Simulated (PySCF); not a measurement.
Species: C2H12OSi3.
SMILES with atom numbers: `[CH3:1][O:2][CH2:3][SiH:4]([SiH3:5])[SiH3:6]` (hydrogens: H7, H8, H9 on C1; H10, H11 on C3; H12 on Si4; H13, H14, H15 on Si5; H16, H17, H18 on Si6)

Theory: TDDFT CAM-B3LYP/def2-SVPD, vertical, gas phase, core orbitals frozen in the response in PySCF. Isolated species at its GFN2-xTB geometry (one conformer only). Torsions of this conformer, `[CH3:1][O:2][CH2:3][SiH:4]([SiH3:5])[SiH3:6]`: C1–O2–C3–Si4 -177°, O2–C3–Si4–Si5 157°.

Relations used (vacuum, state to state): A = 0.6670 f ν̃² s⁻¹ (ν̃ in cm⁻¹); τ = 1/A; f = (2/3) ΔE |μ|² in atomic units; ∫σ dE = 109.76 f Mb·eV.

These lifetimes count emission to the ground state at the vertical energy alone; relaxation of the geometry and all other decay channels are left out.

Energies and rates of the computed singlets with f of 0.002 or more:

| state | E (eV) | A (s⁻¹) |
| --- | --- | --- |
| S1 | 6.86 | 4.06×10⁸ |
| S2 | 6.97 | 2.44×10⁷ |
| S3 | 7.02 | 1.55×10⁸ |
| S4 | 7.11 | 2.46×10⁷ |
| S5 | 7.19 | 1.75×10⁷ |
| S6 | 7.36 | 1.36×10⁸ |
| S7 | 7.58 | 4.95×10⁷ |
| S8 | 7.66 | 4.36×10⁷ |

Problem. Which f and |μ| stand behind these rates?

Solution. f = A / (0.6670 ν̃²), and |μ| follows from f:

| state | f | \|μ\| (D) | τ | main configurations (H = HOMO, L = LUMO) |
| --- | --- | --- | --- | --- |
| S1 | 0.199 | 2.77 | 2.5 ns | H-1→L (38%), H→L (27%), H-2→L (20%) |
| S2 | 0.012 | 0.66 | 41 ns | H-1→L+1 (46%), H→L+1 (23%), H-1→L+3 (13%) |
| S3 | 0.073 | 1.65 | 6.4 ns | H-2→L (45%), H-1→L (34%) |
| S4 | 0.011 | 0.64 | 41 ns | H→L+1 (41%), H-1→L+1 (23%) |
| S5 | 0.0078 | 0.53 | 57 ns | H→L (49%), H-2→L (20%) |
| S6 | 0.058 | 1.44 | 7.3 ns | H-2→L+1 (62%), H-3→L (9%) |
| S7 | 0.020 | 0.83 | 20 ns | H-3→L (60%), H-2→L+1 (13%) |
| S8 | 0.017 | 0.77 | 23 ns | H→L+2 (31%), H→L+1 (22%) |

Problem. How much energy does a mole of photons resonant with S1 carry?

Solution. 6.855 eV × 96.485 = 661 kJ/mol (158 kcal/mol).

Problem. What is the integrated cross-section of all computed states together?

Solution. Σf = 0.397 over S1 to S8, so 109.76 × Σf ≈ 43.6 Mb·eV.

Problem. By what factor does the largest A in the list exceed the smallest?

Solution. S1 has 23 times the rate of S5.
